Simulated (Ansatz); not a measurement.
Ansatz (an electronic-structure program) input (RI-MP2/def2-TZVPPD):
A basis named .json is the Basis Set Exchange file of that set.

Ansatz 0.2 input:
```yaml
crystal:
  periodic: [false, false, false]
  atoms:
    - {symbol: Y, position_ang: [0.99262166, -0.38960075, 0.08598495]}
    - {symbol: O, position_ang: [1.90967668, -0.18867272, -1.46047179]}
    - {symbol: Br, position_ang: [-1.54256167, 0.47725174, 0.23801032]}
basis:
  gaussian:
    orbitals: def2-TZVPPD.json
    fitting: {mean_field: def2-universal-jkfit, correlation: def2-TZVPPD-RIFIT.json}
magnetization: {spin_polarized: true, initial_magnetization: 2}
correlation: {method: mp2, electrons: outside_noble_gas}
```

End of the output:

```
integrals: 0.11 GiB planned
598 factors; integrals over basis functions are off by at most 8.8e-1 eV
443 factors; integrals over basis functions are off by at most 1.2e2 eV
mean field: 0.53 GiB planned
mean field evaluation 1: about -73056.6548 eV, gradient 4.7e1 eV
mean field evaluation 2: about -73026.0558 eV, gradient 9.6e1 eV
mean field evaluation 4: about -73066.9307 eV, gradient 3.9e0 eV
mean field evaluation 8: about -73066.8744 eV, gradient 1.6e0 eV
mean field evaluation 16: about -73069.5391 eV, gradient 7.4e-3 eV
mean field evaluation 32: about -73069.4107 eV, gradient 3.8e0 eV
mean field evaluation 64: about -73069.5388 eV, gradient 2.6e-1 eV
mean field evaluation 96: about -73069.3606 eV, gradient 9.9e-1 eV
mean field evaluation 128: about -73068.2818 eV, gradient 3.2e0 eV
mean field evaluation 160: about -73066.8556 eV, gradient 6.9e-1 eV
mean field evaluation 192: about -73066.8661 eV, gradient 2.7e-1 eV
mean field -73069.53910115 eV, -2685.2560336546 hartree, gradient 2.4e-6 eV, S^2 2.009651; 14 other end points of the search recorded, 0 dependent functions left out
19 core orbitals not correlated
reference -73069.53910115 eV, -2685.2560336546 hartree; 9, 7 occupied and 125, 127 virtual orbitals, 443 factors
second order -10.69099619 eV of doubles, -0.00000000 eV of singles
Total energy: -73080.23009733 eV, -2685.6489205180 hartree
```

This state (charge 0, triplet) is run at the relaxed geometry of the species with charge 0 and multiplicity 1, and is a spin state other than that species' own.
